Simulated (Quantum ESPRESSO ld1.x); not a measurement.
Task: Eu XVI, 48 electrons, occupied as [Kr] 4d10 4f2. All-electron calculation, scalar-relativistic Kohn-Sham, LDA (Slater exchange, Perdew-Zunger correlation), spin-polarised, spherical densities, point nucleus; open shells are filled with parallel spins first. Program: ld1.x of Quantum ESPRESSO 7.5. Some entries of the table are withheld. Estimate them.

orbital,occ.,eigenvalue (eV),<r^2> (bohr^2),<r> (bohr)
1s down,1,-48644.6,0.0006801,0.02233
1s up,1,-48644.6,0.0006801,0.02233
2s up,1,-8255.25,0.01070,0.09518
2s down,1,-8255.21,0.01070,0.09518
2p up,3,-7392.85,0.008598,0.08392
2p down,3,-7392.82,0.008597,0.08392
3s up,1,-2066.25,0.07124,0.2497
3s down,1,-2065.08,0.07119,0.2496
3p up,3,-1797.81,0.07130,0.2481
3p down,3,-1796.65,0.07124,0.2480
3d up,5,-1438.06,0.05997,0.2259
3d down,5,-1437.16,0.05990,0.2258
4s up,1,-653.092,0.3469,0.5551
4s down,1,-650.741,0.3471,0.5552
4p up,3,-562.503,0.3841,0.5822
4p down,3,-560.198,0.3844,0.5824
4d up,5,-435.856,0.4360,(1)
4d down,5,-433.597,0.4366,(2)
4f up,2,-295.368,0.5065,0.6578
4f down,0,-293.075,0.5088,0.6591
5s up,0,-292.523,1.354,1.103
5s down,0,-290.989,1.360,1.106
5p up,0,(3),1.544,1.176
5p down,0,(4),1.552,1.180

Result: 
(1) 4d up <r> (bohr): 0.6161
(2) 4d down <r> (bohr): 0.6165
(3) 5p up eigenvalue (eV): -260.137
(4) 5p down eigenvalue (eV): -258.729
